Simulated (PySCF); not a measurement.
C9H10Si, SMILES c1ccc(cc1)[SiH2]CC#C, GFN2-xTB optimised geometry.

```
20

C     -3.42    -0.30    -0.55
C     -2.66    -0.97     0.09
C     -1.75    -1.78     0.85
Si    -0.06    -1.99    -0.02
C      0.89    -0.36     0.00
C      0.24     0.87     0.00
C      0.95     2.06     0.00
C      2.34     2.04     0.00
C      3.00     0.82     0.00
C      2.29    -0.36     0.00
H     -4.09     0.29    -1.10
H     -2.20    -2.77     1.00
H     -1.61    -1.33     1.84
H      0.70    -3.00     0.72
H     -0.27    -2.44    -1.40
H     -0.84     0.90    -0.01
H      0.43     3.00    -0.01
H      2.90     2.96     0.00
H      4.09     0.80     0.00
H      2.81    -1.30     0.00
```

Density from PBE/def2-SVP (PySCF) at that geometry.

Minimum of the electron density along straight lines between bonded atoms, close to the bond critical point (lines longer than 1.1 times the sum of covalent radii, or with two minima, are not listed):

```tsv
bond	length / Å	ρ at the minimum / e bohr⁻³	∇²ρ there / e bohr⁻⁵	position (fraction from the first atom)
C1–C2	1.198	0.398	-1.04	0.47
C2–C3	1.441	0.268	-0.61	0.52
C3–Si4	1.916	0.106	0.28	0.62
Si4–C5	1.887	0.113	0.31	0.38
C5–C6	1.393	0.303	-0.73	0.50
C6–C7	1.383	0.310	-0.77	0.50
C7–C8	1.385	0.310	-0.77	0.50
C8–C9	1.385	0.309	-0.77	0.50
C5–C10	1.393	0.303	-0.73	0.50
C9–C10	1.383	0.310	-0.77	0.50
C1–H11	1.049	0.291	-1.18	0.65
C3–H12	1.092	0.268	-0.95	0.63
C3–H13	1.093	0.268	-0.95	0.63
Si4–H14	1.471	0.115	0.31	0.49
Si4–H15	1.468	0.116	0.30	0.49
C6–H16	1.081	0.283	-1.08	0.64
C7–H17	1.081	0.281	-1.05	0.63
C8–H18	1.081	0.281	-1.05	0.63
C9–H19	1.081	0.280	-1.05	0.63
C10–H20	1.081	0.281	-1.04	0.63
```
